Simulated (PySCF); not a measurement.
**Computed spin Hamiltonian**

Trifluorosilylphosphinidene F3Si-P, F₃PSi (triplet state).
Z-matrix (Å and degrees, PBE0-D3(BJ)/def2-SVP geometry), rows numbered from 1:
```
F 
Si  1  1.6044
F   2  1.6043  1  107.27
F   2  1.6040  1  107.14  3   114.58
P   2  2.2300  1  111.62  3  -122.74
```

Identity: trifluorosilylphosphinidene F3Si-P (`F[Si](F)(F)[P]`) [triplet].

Computed with PySCF 2.14.0, UKS B3LYP, IGLO-III on F P Si, non-relativistic, mean-field spin-orbit, GIAO. Geometry: PBE0-D3(BJ)/def2-SVP; no solvent, vibrations or thermal averaging. No stability test was run, so a lower SCF solution isn't excluded. No frequencies were computed at this geometry's level, so the symmetric structure isn't shown to be a minimum.

* g1, g2, g3: 2.00219, 2.00779, 2.00779
* g_iso: 2.00592
* Form of g: axial
* ⟨S²⟩: 2.0053 (exact 2.0000)
* D, E: 4.649, 0.001 cm⁻¹
* α and β electrons: 29, 27
* HOMO–LUMO gap, α and β orbitals: 7.94, 4.47 eV
* Total energy: -930.72154 Eh

Isotropic coupling and dipolar principal values T1 to T3, in MHz:

```csv
atom,isotope,a_iso,of which spin–orbit,T1,T2,T3,Mulliken spin population
F1,19F,17.0,-0.3,-15.8,-5.4,21.2,0.01
Si2,29Si,35.1,0.1,-1.0,-1.0,2.0,0.06
F3,19F,16.8,-0.3,-15.7,-5.4,21.0,0.01
F4,19F,16.9,-0.3,-15.7,-5.4,21.1,0.01
P5,31P,56.0,-4.6,-311.2,155.5,155.7,1.92
```

The Mulliken spin populations are largest on P5 (+1.92) and Si2 (+0.06). No atom but P5 exceeds +0.15.

Axes: g1 points within 1° of the Si2–P5 bond.

The 29Si coupling of Si2 (35.1 MHz) shows only in satellite lines or after enrichment, since that isotope makes up about 4.7 % of natural silicon.

β density exceeds α density at some nuclei, such as Si2 (-0.0788), spin density in bohr⁻³. In a single determinant that takes different orbitals for the two spins, that is spin polarisation.
